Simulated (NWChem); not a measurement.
Species: SiH₂S₂F₂; SMILES S[Si](F)(F)S

```xyz
7

F     -0.1678    -1.2802    -1.3037
Si     0.0000     0.0000    -0.3439
F      0.1678     1.2802    -1.3037
S     -1.7831     0.0464     0.7858
S      1.7831    -0.0464     0.7858
H     -1.3462     1.0588     1.5675
H      1.3462    -1.0588     1.5675
```
Atoms are numbered in this order, from 1.

Coordinates come from a PBE0/def2-SVP optimisation.

Symmetry labels are those of C2 in the frame above (b1 and b2, or b-type labels, depend on it).

List the 4 lowest vertical singlet excitations from PBE0/def2-SVPD, TDA (NWChem).


| state | energy (eV) | oscillator strength | symmetry | leading excitation (squared amplitude) |
|---|---|---|---|---|
| S1 | 6.20 | 0.011 | b | HOMO → LUMO (0.76) |
| S2 | 6.45 | 0.001 | a | HOMO−1 → LUMO (0.58) |
| S3 | 6.61 | 0.089 | b | HOMO → LUMO+1 (0.81) |
| S4 | 6.90 | 0.025 | a | HOMO−1 → LUMO+1 (0.77) |
